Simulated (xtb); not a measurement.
C₄H₁₂Ge, charge -1, doublet, geometry from GFN2-xTB (a state made from the parent by changing its charge; the spin is typed, not shown lowest). Base run: GFN2-xTB in xtb.

The xtb input:
```
$ xtb mol.xyz --gfn 2 --chrg -1 --uhf 1 --json

# file mol.xyz
17

C     -0.18628611    -1.92257854    -1.31585367
Ge    -0.04310753     0.11793310    -0.29813758
C      0.04327048     2.31383916     0.32673790
C     -1.37936622    -0.38228772     1.16976313
C      1.65483068    -0.37132498     0.73538698
H     -1.14334550    -2.03132044    -1.82015718
H     -0.09247176    -2.70019536    -0.56464315
H      0.60895256    -2.03958462    -2.04793934
H      0.21284443     2.37088112     1.39715706
H     -0.89216839     2.81440344     0.08917968
H      0.85304361     2.82552521    -0.18761060
H     -2.41225755    -0.24277892     0.84957366
H     -1.26937828    -1.42571518     1.45829435
H     -1.23161890     0.22796698     2.05844812
H      1.67131249    -1.43087593     0.98253315
H      2.55884440    -0.15825181     0.16424119
H      1.72099073     0.19019873     1.66511944
```

Variants of this job, named by their change:

```
change               ΔE vs base (kJ/mol)  G_solv (kcal/mol)  SCF cycles
-------------------  -------------------  -----------------  ----------
base                                0.00                  -          11
alpb = acetonitrile               -197.5             -47.28          11
etemp = 1000                        0.00                  -          11
alpb = thf                        -186.1             -44.62          11
gbsa = water                      -199.6             -47.84          11
etemp = 3000                       -0.54                  -          11
gbsa = chcl3                      -193.4             -46.37          11
etemp = 5000                       -6.54                  -          11
```

ALPB and GBSA are two models with their own fitted parameters for each solvent, which aren't always the measured dielectric constant.
